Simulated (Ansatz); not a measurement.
Results of the Gaussian-basis code of Ansatz.

A structure relaxed at PBE0-D4/def2-TZVP, charge 0, multiplicity 1:

Cartesian coordinates in Å:
```
N -1.238 1.046 -0.634
B 0.052 0.562 -0.751
Sn 0.832 -0.940 0.731
H -1.629 1.719 -1.275
H -1.881 0.768 0.089
H 0.727 0.966 -1.654
H 2.215 -0.386 1.574
H 1.275 -2.423 0.001
H -0.353 -1.312 1.919
```

(1) Give its formula and SMILES.

(2) Point group (tolerance 0.08 Å, 0.16 Å for H)?

(3) Summarise the bond lengths by kind.

Answers

(1) BH6NSn, `N[BH][SnH3]`.

(2) Cs.

(3) 1 × B–N 1.383 Å; 2 × H–N 1.007 to 1.008 Å; 1 × B–Sn 2.249 Å; 1 × B–H 1.197 Å; 3 × H–Sn 1.712 to 1.719 Å.
